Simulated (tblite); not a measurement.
H$_{2}$O$_{3}$P, doublet, at a GFN2-xTB geometry; GFN1-xTB (tblite).

Here is a job for tblite.
```
$ tblite run mol.xyz --method gfn1 --charge 0 --spin 1 --efield 0,0,0.1 --json tblite.json --no-restart

# file mol.xyz
6

O      1.42718126    -0.12789257     0.47029264
P      0.19930598     0.02167539    -0.31483825
O     -0.89924470    -1.16220641     0.03202880
O     -0.64801295     1.33248531     0.10149128
H     -0.49333564    -2.02094205     0.15200512
H     -1.53564299     1.35672076    -0.25993305
```

Task: Write the output that tblite gives for this input, abridged.

Result: 
```
xTB calculator
 | screened Coulomb repulsion
 | Coulomb electrostatics
 |  * isotropic Klopman-Ohno-Mataga-Nishimoto electrostatics
 |  * onsite third-order electrostatics
 | DFT-D3(BJ) dispersion correction
 | Interactions (1)
 | [1] electric field

halogen bonding energy    0.0000000000000E+00 Eh
repulsion energy          9.0177999473846E-02 Eh
dispersion energy        -1.3929280156100E-03 Eh
interaction energy        0.0000000000000E+00 Eh
number of electrons       2.5000000000000E+01 e
integral cutoff           2.3778036236194E+01 bohr

------------------------------------------------------------
  cycle        total energy    energy error   density error
------------------------------------------------------------
      1     -17.07497811549  -1.7163763E+01   5.2890250E-01
      2     -16.45784473155   6.1713338E-01   4.8134977E-01
      3     -17.09479395651  -6.3694922E-01   3.2996234E-01
      4     -17.88191303325  -7.8711908E-01   5.1076108E-02
      5     -17.89734814666  -1.5435113E-02   1.9548645E-02
      6     -17.89653983865   8.0830801E-04   1.0048123E-02
      7     -17.89730807812  -7.6823946E-04   3.1056999E-03
      8     -17.89738084149  -7.2763377E-05   1.0407792E-03
      9     -17.89738986849  -9.0269965E-06   5.0037351E-05
     10     -17.89738985667   1.1815942E-08   5.8485821E-05
     11     -17.89738988659  -2.9918425E-08   2.9839727E-06
------------------------------------------------------------

electronic energy        -1.7986174958050E+01 Eh
total energy             -1.7897389886592E+01 Eh

Post processing:
 | Mayer-Wiberg bond orders

[Info] JSON dump of results written to 'tblite.json'
```
